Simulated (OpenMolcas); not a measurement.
**InSiH5: a line through the functionals**

The species is InSiH5 (7 atoms), meant as a singlet with charge 0. SMILES: `[SiH3][InH2]`. The coordinates come from a PBE0-D4/def2-TZVP relaxation.

The vertical ionisation energy (to the doublet cation) y, in eV, basis def2-TZVP with a core potential; a is the functional's share of exact exchange. Programs: OpenMolcas 26.06.

| functional | program | a | y (eV) |
| --- | --- | --- | --- |
| PBE | OpenMolcas | 0 | 9.19 |
| TPSS | OpenMolcas | 0 | 9.25 |
| B3LYP | OpenMolcas | 0.2 | ? |
| PBE0 | OpenMolcas | 0.25 | 9.34 |
| BHLYP | OpenMolcas | 0.5 | 9.38 |

Fit y = c + s·a to the known rows and predict B3LYP.


1. Means of the 4 rows: a = 0.1875, y = 9.290.
2. Σ(Δa)² = 0.17188, Σ(Δa·Δy) = 0.0575, so the slope is 0.0575/0.17188 = 0.33454.
3. Intercept: 9.290 − (0.33454) × 0.1875 = 9.227. The largest residual of the fit is 0.037.
4. B3LYP: 9.227 + (0.33454) × 0.2 = 9.29 eV.

The run gave 9.37 eV, so the prediction is off by -0.08 eV, more than the largest residual. The rows mix families of semi-local functionals, which the line can't see. Spin-orbit coupling is left out.
